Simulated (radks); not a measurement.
Exchange energies: the exact (Fock) value of the Kohn-Sham orbitals and density-functional approximations, in hartree. Species: Zn [Ar] 3d10 4s2; Ag+ [Kr] 4d10; He [He]. All-electron calculation, non-relativistic Kohn-Sham, exchange-only LDA, spin-polarised, spherical densities, point nucleus. Program: a radial shooting solver on a logarithmic mesh with Libxc functionals. Every spin shell is full or empty, so the densities are truly spherical. Functionals are evaluated on that one density, not self-consistently.

functional        Zn       Ag+         He
exact       -69.3055  -143.596  -0.986982
LDA          -65.432   -136.50   -0.85278
WC           -68.855   -142.37   -0.95853
SOGGA        -67.699   -140.30   -0.93266
B86b         -69.655   -143.64   -0.98930
G96          -69.790   -144.13   -0.99344
EV93         -69.713   -143.27    -1.0407
TPSS         -69.561   -143.27   -0.99386
revTPSS      -69.045   -142.34   -0.99302
SCAN         -69.672   -143.88   -0.99407
TASK         -67.638   -140.35   -0.99407
MVS          -69.486   -143.72   -0.99470
